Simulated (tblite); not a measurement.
C6H5FNO (doublet state).
Numbering: `[F:1][c:2]1[o:3][n:4][cH:5][c:6]1[C@H:7]1[CH:8][CH2:9]1` (hydrogens: H10 on C5; H11 on C7; H12 on C8; H13, H14 on C9)

The geometry is computed with GFN2-xTB (gas phase). This method treats the open shell by occupation alone, without spin polarisation.

**Question.** List the bond lengths, angles and torsions at this level.

**Answer.** 
| bond | length (Å) | order |
| --- | --- | --- |
| F1–C2 | 1.321 | single |
| C2–O3 | 1.334 | aromatic |
| O3–N4 | 1.353 | aromatic |
| N4–C5 | 1.301 | aromatic |
| C5–C6 | 1.422 | aromatic |
| C6–C7 | 1.467 | single |
| C7–C8 | 1.472 | single |
| C8–C9 | 1.454 | single |
| C2–C6 | 1.370 | aromatic |
| C7–C9 | 1.532 | single |
| C5–H10 | 1.071 | single |
| C7–H11 | 1.084 | single |
| C8–H12 | 1.069 | single |
| C9–H13 | 1.085 | single |
| C9–H14 | 1.082 | single |

Orders are formal, as drawn. A selection of angles:
| angle | degrees |
| --- | --- |
| F1–C2–O3 | 116.8 |
| F1–C2–C6 | 131.4 |
| O3–C2–C6 | 111.7 |
| C2–O3–N4 | 107.8 |
| O3–N4–C5 | 107.6 |
| N4–C5–C6 | 111.8 |
| N4–C5–H10 | 120.2 |
| C6–C5–H10 | 128.0 |
| C5–C6–C7 | 128.9 |
| C2–C6–C5 | 101.1 |
| C2–C6–C7 | 130.0 |
| C6–C7–C8 | 120.1 |
| C6–C7–C9 | 120.9 |
| C6–C7–H11 | 112.9 |
| C8–C7–C9 | 57.9 |
| C8–C7–H11 | 118.7 |
| C9–C7–H11 | 116.0 |
| C7–C8–C9 | 63.2 |
| C7–C8–H12 | 129.7 |
| C9–C8–H12 | 130.1 |
| C8–C9–H13 | 119.5 |
| C8–C9–H14 | 119.7 |
| C7–C9–C8 | 59.0 |
| C7–C9–H13 | 120.1 |
| C7–C9–H14 | 115.6 |
| H13–C9–H14 | 112.9 |

Dihedral angles: C5–C6–C7–C8 146° (anticlinal); C6–C7–C8–C9 110° (anticlinal); C6–C7–C9–C8 -108° (anticlinal).

The 3-membered ring C7–C8–C9 has internal angles of 57.9° to 63.2°. Of the pairs four or more bonds apart, F1···C8 is among the closest relative to their van der Waals radii: 3.24 Å, 102 % of the sum of Bondi's values. The C–C distances run from 1.370 Å (C2–C6, aromatic) to 1.532 Å (C7–C9, drawn single), a spread of 0.162 Å. O3 (oxygen bonded to C and N) is bent (angle 107.8°). The 5-membered ring C2–O3–N4–C5–C6 has internal angles of 101.1° to 111.8° (sum 540°, against 540° for a flat polygon); it is planar, 0.00 Å rms from its mean plane, widest ring torsion 0°. C5 (carbon bonded to C, N and H) is planar (angles 128.0°, 120.2° and 111.8°, sum 360.0°, 0.00 Å off the plane of its three neighbours). C2 (carbon bonded to C, F and O) is planar (angles 131.4°, 116.8° and 111.7°, sum 360.0°, 0.00 Å off the plane of its three neighbours).

Its GFN2-xTB frequencies are all real (lowest 47 cm⁻¹). 3 starts were optimised and ended at 0.00, 1.21 and 1.21 kcal/mol (GFN2-xTB); the lowest of these is shown.

One conformer stands for the species.
